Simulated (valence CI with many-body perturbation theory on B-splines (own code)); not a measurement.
Questions on Pt XLVIII

Method: relativistic CI+MBPT: three valence electrons over a frozen Dirac-Fock core [Ar] 3d10, radial functions for each j: 11 s, 11 p, 9 d, 7 f, 5 g, 2 h, 1 i, with the one-electron correlation potential Σ1, the two-electron term Σ2, the three-electron term Σ3, Breit, model QED; selected CI, second order for the rest (own B-spline code, finite nucleus).

No measured spectrum was set against this ion. As an estimate, large intervals hold to a few tenths of a per cent, small ones and those within an open d or f shell to about a per cent.

Levels are named by their leading jj configuration (3d3/2^4 stands for four electrons in 3d with j = 3/2), which in mixed levels can hold well under half, so a name can repeat and another be missing.

Rates and lifetimes use the calculated energies. Strong lines usually hold to 10 to 20 %, long lifetimes can be off by a factor of two.

Question: What is the ground level?

Answer: (4s^2 4p1/2) J=1/2, composition 100 % 4s²4p ²P°, g = 0.658.

Question: Where does the other parity begin?

Answer: At (4s 4p1/2^2) J=1/2, 107.22 eV.

Question: Among levels below 694.63 eV, which E1 lines absorb most strongly from the ground level?

Answer: to (4s^2 4d3/2) J=3/2 at 4.058 nm, f = 0.844; to (4s 4p1/2 4p3/2) J=3/2 at 5.066 nm, f = 0.424; to (4s 4p1/2 4p3/2) J=1/2 at 5.016 nm, f = 0.388.

Question: What are the static dipole polarisabilities of the lowest levels?

Answer: (4s^2 4p1/2) J=1/2 0.0236 bohr³, of which the core gives 0.00160.

Question: Name the longest-lived excited levels whose lifetime is computed, and their main decay.

Answer: (4s 4p3/2 4d5/2) J=9/2 at 545.07 eV lives 103 ns, mostly by M1 to (4s 4p1/2 4d5/2) J=7/2; (4s^2 4p3/2) J=3/2 at 130.10 eV lives 80.2 ns, mostly by M1 to (4s^2 4p1/2) J=1/2.

Question: What is the ionisation energy?

Answer: 2604.1 eV; NIST lists 2603 ± 4 eV (theoretical).

Question: How well does LS coupling describe the low levels?

Answer: Among the lowest 20 levels the leading LS term, summed over configurations, holds 66 % on average. For single configurations the figures are 65 % in LS and 96 % in jj coupling. Terms mix most in the J = 3/2 level at 413.45 eV, where the leading one holds 36 %.
